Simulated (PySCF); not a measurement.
AlBr₃, SMILES [Br][Al]([Br])[Br] (connectivity only; charge and spin as stated), charge +1, multiplicity 2.

Coordinates come from a B3LYP-D3(BJ)/def2-SVP optimisation. The multiplicity is an assumed one; no other spin state was optimised. The isomer is the one that the SMILES or the coordinates give; other isomers of the formula were not compared.

The numbers are results of r2SCAN/def2-TZVP in PySCF, not measurements.

Isolated molecule, no solvent.

Estimate the frontier levels, dipole moment and polarisability. (The exact figures need the calculation; the answer reports its results.)


- α spin, highest occupied and lowest empty level: -13.52 and -7.19 eV
- β spin, highest occupied and lowest empty level: -13.38 and -12.85 eV
- dipole moment about the centre of nuclear charge: 0.00 D
- mean static polarisability: 116.2 bohr³ (17.22 Å³)
- polarisability, principal values: 53.8, 147.4, 147.4 bohr³
- ⟨S²⟩: 0.753 (pure state 0.75)
